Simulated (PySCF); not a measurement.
How methods differ on the ionisation energy of As¹⁷⁺

As¹⁷⁺ [Ne] 3s2 3p4 (3P) → As¹⁸⁺ [Ne] 3s2 3p3 (4S), as a difference of total energies. All numbers are calculated (PySCF 2.14, scalar relativity by spin-free X2C-1e, in an uncontracted even-tempered set (19 s from 1.2 bohr⁻², ratio 2.5; 12 p from 1.6 bohr⁻², ratio 2.5; 5 d from 9.5 bohr⁻², ratio 2.7; 4 f from 14 bohr⁻², ratio 2.7)). Correlated levels: outer shells: 1s2 frozen; virtual orbitals above 40 to 60 times the deepest correlated orbital energy dropped. The calculations carry no spin-orbit coupling.

| method | ionisation energy (eV) |
| --- | --- |
| UHF | 670.44 |
| LDA | 672.74 |
| PBE | 672.79 |
| PBE0 | 672.66 |
| r2SCAN | 672.50 |
| BHandHLYP | 672.40 |
| TPSS | 672.91 |
| MP2 (outer shells) | 671.42 |
| SCS-MP2 (outer shells) | 671.45 |

Problem. How much does correlation contribute at MP2 (outer shells)?

Solution. 671.42 − (670.44) = 0.98 eV, measured against UHF.

Spin-orbit coupling is strong in these open shells (close to jj coupling). The scalar numbers leave it out and a first-order estimate fails, so it can dominate the gap to the real levels.

Breit and QED terms and the two-electron picture change are absent.

For comparison: 672.9 ± 0.9 eV (semi-empirical (NIST evaluation); NIST Atomic Spectra Database, ionization energies).
